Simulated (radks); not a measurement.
The numbers below are computed, except where a source is named.
Question: The table gives one normalised radial function P(r) = r R(r) of K3+ in [Ne] 3s2 3p4 (r in bohr). Code: a radial shooting solver on a logarithmic mesh with Libxc functionals. Model: scalar-relativistic Kohn-Sham, PBE, spin-polarised, spherical densities, point nucleus; open shells are filled with parallel spins first.

| r | P |
|---|---|
| 0.006029 | 0.2552 |
| 0.007604 | 0.3113 |
| 0.009666 | 0.3790 |
| 0.01219 | 0.4534 |
| 0.0155 | 0.5377 |
| 0.01954 | 0.6223 |
| 0.02484 | 0.7053 |
| 0.03133 | 0.7696 |
| 0.03951 | 0.8016 |
| 0.05023 | 0.7780 |
| 0.06335 | 0.6750 |
| 0.08053 | 0.4609 |
| 0.1016 | 0.1374 |
| 0.1291 | -0.3061 |
| 0.1628 | -0.7933 |
| 0.2053 | -1.2542 |
| 0.261 | -1.5893 |
| 0.3292 | -1.6811 |
| 0.4185 | -1.5041 |
| 0.5278 | -1.1343 |
| 0.6709 | -0.6900 |
| 0.8461 | -0.3387 |
| 1.067 | -0.1268 |
| 1.356 | -0.0323 |
| 1.711 | -0.0056 |
| 2.175 | -0.0005 |
| 2.743 | 0.0000 |
| 3.486 | 0.0000 |
| 4.397 | 0.0000 |

Which n and l does it have? It may be an empty orbital.

Answer: n = 2, l = 0: the number of nodes gives n - l - 1 = 1, the rise at small r (about r^(l+1)) gives l, and the extent must fit the shell. The curve is that of 2s down; the table hardly tells the two spins apart. 2s down: eigenvalue -395.52 eV, 1 radial node at r = 0.110 bohr, <r> = 0.387 bohr, 90 % of the charge inside 0.603 bohr.
